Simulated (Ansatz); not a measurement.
# Setting up doublet [SnH2O2]+ in Ansatz

[SnH2O2]+ has 5 atoms, charge +1, and is taken as a doublet. As SMILES of the parent species, `[OH][Sn][OH]`. The coordinates come from a PBE0-D4/def2-TZVP relaxation. This is one conformer, not always the lowest. That shape belongs to the parent species and isn't relaxed for this state.

```xyz
5

O    -0.9843    0.1778   -0.6138
Sn   -0.1537   -0.9439    0.8009
O     1.5618    0.0029    0.6361
H    -1.9012   -0.0056   -0.8314
H     1.5272    0.6951   -0.0333
```

Settings wanted:

```
basis set              : def2-SVP
core potential         : def2-SVP
integral approximation : none
task                   : energy
method                 : DFT
functional             : PBE
reference              : UKS
relativity             : none
accuracy               : high
start density          : atoms
```

**Question.** Write the Ansatz 0.2.0 input and the command.

**Answer.** One that was run (others would do as well):

job.yaml:
```yaml
crystal:
  periodic: [false, false, false]
  atoms:
    - symbol: O
      position_ang: [-0.984300, 0.177800, -0.613800]
    - symbol: Sn
      position_ang: [-0.153700, -0.943900, 0.800900]
    - symbol: O
      position_ang: [1.561800, 0.002900, 0.636100]
    - symbol: H
      position_ang: [-1.901200, -0.005600, -0.831400]
    - symbol: H
      position_ang: [1.527200, 0.695100, -0.033300]
basis:
  gaussian:
    orbitals: def2-SVP
total_charge: 1
hamiltonian:
  xc: {name: PBE}
magnetization:
  spin_polarized: true
  initial_magnetization: 1
output: {orbitals: {seedname: orbitals}}
accuracy: high
```

```bash
$ ansatz run job.yaml --threads 1 --pin off --max-ram 3480MiB --events-out events.jsonl --progress --plain --runs-dir runs
```

Calculated total energy: -365.37061 Eh.
